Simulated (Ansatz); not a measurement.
Cost and result for the atomization energy of `Cl[SiH]1CS1` (7 atoms, 7 bonds).

```xyz
7

Cl   -0.781   -2.026    1.283
Si   -0.710   -0.179    0.428
C     0.713    0.264   -0.630
S     0.726    1.192    1.006
H    -2.082    0.262    0.125
H     1.542   -0.430   -0.722
H     0.592    0.917   -1.489
```

Total charge 0; spin multiplicity 1. The geometry is a stationary point of PBE0-D4/def2-TZVP. Program: Ansatz. All runs use 2 threads of an Arm Neoverse V2 on a shared host. Times are those of one run each, without the atoms' runs, and a repeat can differ threefold. Electronic energies, without spin–orbit coupling; frozen cores. CCSD(T)/CBS adds CCSD(T) − MP2 in def2-TZVPP to the MP2 limit, and its time is that of the two runs behind it. T1 = 0.011. B3LYP takes the VWN-RPA correlation (the form of Gaussian; ORCA's B3LYP/G). HSE06 is the plane-wave form, built on full-range PBE exchange.

CCSD(T)/CBS is a level of theory with its own doubt, some kJ/mol a heavy atom from the limit and from the frozen cores, so smaller differences don't rank the functionals.

```csv
level,functions,wall time
CCSD(T)/def2-SVP,83,2 s
BLYP-D4/def2-TZVPP,199,2.5 s
PBE0-D4/def2-TZVPP,199,3.8 s
HSE06-D4/def2-TZVPP,199,4 s
CAM-B3LYP-D4/def2-TZVPP,199,4 s
B3LYP-D4/def2-TZVPP (with forces),199,5.5 s
B2PLYP/def2-TZVPP,199,6 s
PBE-QIDH/def2-TZVPP,199,6 s
r2SCANh-D4/def2-TZVPP,199,6.5 s
r2SCAN-D4/def2-TZVPP (with forces),199,7 s
MP2/def2-QZVPP,357,17 s
CCSD(T)/def2-TZVPP,199,58 s
CCSD(T)/CBS(def2),–,75 s
```

(1) What atomization energy does each give, and how far from CCSD(T)/CBS? (Best estimate.)

Answers

(1) Ansatz gave: 
```json
{"level": "CCSD(T)/def2-SVP", "atomization (kcal/mol)": "525.6", "difference from CCSD(T)/CBS": "-47.9", "per bond": "-6.9"}
{"level": "BLYP-D4/def2-TZVPP", "atomization (kcal/mol)": "565.1", "difference from CCSD(T)/CBS": "-8.4", "per bond": "-1.2"}
{"level": "PBE0-D4/def2-TZVPP", "atomization (kcal/mol)": "577.0", "difference from CCSD(T)/CBS": "3.5", "per bond": "0.5"}
{"level": "HSE06-D4/def2-TZVPP", "atomization (kcal/mol)": "577.4", "difference from CCSD(T)/CBS": "3.9", "per bond": "0.6"}
{"level": "CAM-B3LYP-D4/def2-TZVPP", "atomization (kcal/mol)": "568.2", "difference from CCSD(T)/CBS": "-5.3", "per bond": "-0.8"}
{"level": "B3LYP-D4/def2-TZVPP (with forces)", "atomization (kcal/mol)": "567.7", "difference from CCSD(T)/CBS": "-5.8", "per bond": "-0.8"}
{"level": "B2PLYP/def2-TZVPP", "atomization (kcal/mol)": "562.7", "difference from CCSD(T)/CBS": "-10.8", "per bond": "-1.6"}
{"level": "PBE-QIDH/def2-TZVPP", "atomization (kcal/mol)": "573.2", "difference from CCSD(T)/CBS": "-0.3", "per bond": "0.0"}
{"level": "r2SCANh-D4/def2-TZVPP", "atomization (kcal/mol)": "575.2", "difference from CCSD(T)/CBS": "1.7", "per bond": "0.2"}
{"level": "r2SCAN-D4/def2-TZVPP (with forces)", "atomization (kcal/mol)": "578.8", "difference from CCSD(T)/CBS": "5.3", "per bond": "0.8"}
{"level": "MP2/def2-QZVPP", "atomization (kcal/mol)": "579.6", "difference from CCSD(T)/CBS": "6.1", "per bond": "0.9"}
{"level": "CCSD(T)/def2-TZVPP", "atomization (kcal/mol)": "554.4", "difference from CCSD(T)/CBS": "-19.1", "per bond": "-2.7"}
{"level": "CCSD(T)/CBS(def2)", "atomization (kcal/mol)": "573.5", "difference from CCSD(T)/CBS": "0.0", "per bond": "0.0"}
```

From r2SCAN to r2SCAN0 (25 % exact exchange), in def2-TZVPP and without D4, the atomization energy moves by −8.9 kcal/mol: exact exchange takes away binding that semilocal exchange gives to molecules. The D4 term adds +7.6 kcal/mol with B3LYP and +3.9 kcal/mol with PBE0; it sums over pairs of atoms, weighted by their polarisabilities, and B3LYP, whose exchange is more repulsive, gets the larger term. In def2-TZVPP, CCSD(T) changes the Hartree–Fock value by +142.1 kcal/mol (the triples alone add +11.3 kcal/mol) and MP2 by +156.0 kcal/mol; breaking electron pairs costs correlation energy, which Hartree–Fock lacks.
